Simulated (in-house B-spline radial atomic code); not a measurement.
Fe is squeezed into an impenetrable sphere of radius R (the orbitals vanish at R). Level of theory: Dirac-Hartree-Fock, average of configuration, Fermi nucleus of rms radius 3.7377 fm; calculated with a B-spline radial code for spherical atoms.

Energies in eV above the free atom in [Ar] 3d6 4s2:

| R (bohr) | highest level (eV) | [Ar] 3d6 4s2 | [Ar] 3d6 4s1 4p1 | [Ar] 3d6 4s1 4f1 |
| --- | --- | --- | --- | --- |
| 7.15 | -6.82 | 0.337 | 3.585 | 13.74 |
| 6.09 | -6.27 | 1.04 | 4.704 | 17.57 |
| 5.05 | -4.85 | 3.174 | 7.627 | 24.48 |
| 4.23 | -2.04 | 8.022 | 13.64 | 35.04 |
| 3.72 | 1.62 | 14.94 | 21.77 | 46.69 |
| 2.9 | 16.4 | 46.34 | 56.63 | 87.06 |
| 2.78 | 20.5 | 55.79 | 66.83 | 97.68 |
| 2.05 | 78.6 | 205.7 | 222.7 | 244.6 |
| 1.73 | 149 | 417 | 436.1 | 435.6 |
| 1.23 | 466 | 1594 | 1604 | 1476 |

Task: Does [Ar] 3d6 4s1 4p1 fall below [Ar] 3d6 4s2 under compression?

Result: No, it stays above over the whole range.

Task: Does [Ar] 3d6 4s1 4f1 fall below [Ar] 3d6 4s2 under compression?

Result: Yes, between R = 1.73 and 1.23 bohr the order changes (near 1.66 bohr by linear interpolation).

The highest level is first positive in the row R = 3.72 bohr, pushed up by confinement above the zero of the free ion's potential. Each configuration is held fixed and needn't be the lowest in the sphere.
